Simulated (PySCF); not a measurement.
Isomers of C4H12GeSi. Level of theory: PBE0-D3(BJ)/def2-SVP geometry optimisation, gas phase (PySCF 2.14.0). One conformer each; no zero-point energy, no entropy. No frequencies were run at this level. Point groups hold within 0.08 Å.

**Question.** Rank from lowest to highest electronic energy at this level (kcal/mol).
A. `[SiH3:1][GeH2:2][CH:3]1[CH2:4][CH2:5][CH2:6]1` with Si1–Ge2–C3–C4 49°, Ge2–C3–C4–C5 -101°, C3–C4–C5–C6 -16°, C4–C5–C6–C3 16°, Ge2–C3–C6–C5 101°
B. `[SiH3:1][CH2:2][GeH:3]1[CH2:4][CH2:5][CH2:6]1` with Si1–C2–Ge3–C4 156°, C2–Ge3–C4–C5 -132°, Ge3–C4–C5–C6 22°, C4–C5–C6–Ge3 -22°, C2–Ge3–C6–C5 134°

**Answer.** B (0.0), A (6.7).

As drawn, the lower has an Si–C bond, which the higher lacks.

| SMILES | E (Eh) | E rel (kcal/mol) | dipole (D) | point group | A, B, C (MHz) |
| --- | --- | --- | --- | --- | --- |
| [SiH3][CH2][GeH]1[CH2]C[CH2]1 | -2525.08971 | 0.0 | 0.90 | C1 | 4806, 1027, 941.1 |
| [SiH3][GeH2][CH]1CCC1 | -2525.07905 | 6.7 | 1.11 | Cs | 2511, 1398, 1074 |

**Question.** How do the relative energies change in single points at B3LYP/def2-SVPD (no added dispersion term) on the same geometries?

**Answer.** 
```csv
SMILES,PBE0-D3(BJ)/def2-SVP (kcal/mol),B3LYP/def2-SVPD (kcal/mol),shift
[SiH3][CH2][GeH]1[CH2]C[CH2]1,0.0,0.0,0.0
[SiH3][GeH2][CH]1CCC1,6.7,8.4,+1.7
```

Each column counts from its own lowest isomer. The order is unchanged; the largest shift is 1.7 kcal/mol.
